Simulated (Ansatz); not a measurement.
C2H9O2SiY, SMILES `C[O][Y]([CH3])[O][SiH3]` at its PBE0-D4/def2-TZVP geometry, where that method's forces vanish. The species carries charge 0 and has multiplicity 1. Y takes the def2 core potential.

```xyz
15

C     2.1570    1.4180   -1.9243
O     1.4791    0.9591   -0.8044
Y     0.3525    0.1645    0.6534
C    -0.8597    1.7674    1.9009
O    -0.5917   -1.6489    0.4243
Si   -1.3866   -3.0294    0.1156
H     1.5782    2.1881   -2.4491
H     3.1210    1.8622   -1.6460
H     2.3558    0.6057   -2.6353
H    -1.3926    1.3429    2.7621
H    -0.2399    2.5893    2.2836
H    -1.6290    2.2435    1.2765
H    -0.5281   -3.9865   -0.6416
H    -2.6114   -2.7754   -0.6961
H    -1.8045   -3.7005    1.3803
```

Question: What forces (eV/Å) does B3LYP-D4/def2-TZVPP give on these atoms in Ansatz 0.2.0? (Estimate.)

Answer: Ansatz gave: 
```
C1   0.194  0.136 -0.311
O2  -0.042 -0.020  0.096
Y3   0.064 -0.047  0.124
C4  -0.126  0.152  0.109
O5  -0.016 -0.018  0.005
Si6 -0.130 -0.232 -0.046
H7   0.031 -0.036  0.020
H8  -0.044 -0.021 -0.018
H9  -0.008  0.041  0.030
H10  0.024  0.016 -0.033
H11 -0.021 -0.034 -0.013
H12  0.028 -0.018  0.022
H13 -0.053  0.057  0.045
H14  0.074 -0.016  0.049
H15  0.024  0.040 -0.078
```

B3LYP here is the variant with VWN-RPA as its local correlation; programs differ in this.
